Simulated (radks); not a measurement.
Question: These are the eigenvalues of the occupied orbitals of an atom or ion with whole-number occupations (Ry). All-electron calculation, scalar-relativistic Kohn-Sham, PBEsol, spin-polarised, spherical densities, finite nucleus; Fermi nuclear charge, rms radius of each element as measured or else 0.836 A^(1/3) + 0.57 fm. Program: a radial shooting solver on a logarithmic mesh with Libxc functionals.

orbital  eigenvalue
1s up     -514.4557
1s down   -514.4526
2s up     -60.81576
2s down   -60.67317
2p up     -51.91886
2p down   -51.80993
3s up      -7.62439
3s down    -7.30784
3p up      -5.13708
3p down    -4.82424
3d up      -1.27686
3d down    -0.97718
4s up      -0.96306

Which element is it, and in what charge state? The configuration may be excited. Open shells, if any, are filled with parallel spins first.

Answer: Z = 26, iron, charge +1: Fe+ in [Ar] 3d6 4s1. The list shows which subshells hold electrons but not how many an open one holds; the 1s level, -257.23 hartree, gives Z - s = 22.7 by -(Z - s)^2/2, which with screening and relativity narrows Z to a few neighbours, and the depths of the outer levels then fix element, charge and occupations together.
